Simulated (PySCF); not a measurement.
# Telling isomers of C$_{7}$H$_{10}$Si apart by NMR

[PySCF: structure optimised with GFN2-xTB; σ from GIAO-PBE0/pcSseg-1; relativity neglected; one conformer; in vacuum; fast rotation and ring inversion assumed for equivalent nuclei]

Referencing at the same level of theory: ¹H and ¹³C vs TMS. Where no couplings were computed, multiplicities follow the n + 1 count of equivalent neighbours, and m marks all less simple cases (inequivalent or close neighbours, rings, F or P nearby). Shifts are as computed. Against solution values, carbons near 30 ppm lie about +3 ppm off and those near 130 ppm about +5 ppm (rms about the fit 2.1 ppm; single classes can miss by 10 ppm). Of 1328 compounds with measured shifts, 309 miss one by over three times the rms of a fit or turn the order of signals round; such compounds aren't used in these exercises. Signals without a measured value on file couldn't be tested in this way; 1H shifts scatter by 0.2 ppm about their fit, and single ones miss by 0.5 ppm.

(1) Tabulate the signals of `C=C=C(C)C#C[SiH2]C`, `CC(C)C#CC#C[SiH3]` and their relative energies.

(2) What is the quickest way to tell C=C=C(C)C#C[SiH2]C from CC(C)C#CC#C[SiH3]?

Results:

(1) 
```tsv
SMILES	carbon types	δC	δH	E rel. (kcal/mol)
C=C=C(C)C#C[SiH2]C	4×C 1×CH2 2×CH3	231.1, 110.0, 100.4, 90.4, 79.9, 22.6, -4.7	5.18 (s, 2H), 4.55 (q, 2H), 1.94 (s, 3H), 0.28 (t, 3H)	0.0
CC(C)C#CC#C[SiH3]	4×C 1×CH 2×CH3	101.6, 91.2, 78.2, 73.9, 24.9, 23.9	4.29 (s, 3H), 2.65 (sept, 1H), 1.27 (d, 6H)	6.0
```

Energies are electronic energies at PBE0/pcSseg-1 on these geometries, without zero-point or thermal terms, each for the one conformer computed, which needn't be the lowest.

(2) Count the carbon signals: 7 against 6. The first has a central carbon of an allene (C) at 231.1 ppm, the second a propargylic sp3 CH at 23.9 ppm. Their most deshielded carbons lie at 231.1 and 101.6 ppm. In the proton spectra the most deshielded non-exchanging signals are 5.18 (s, 2H) and 4.29 (s, 3H).
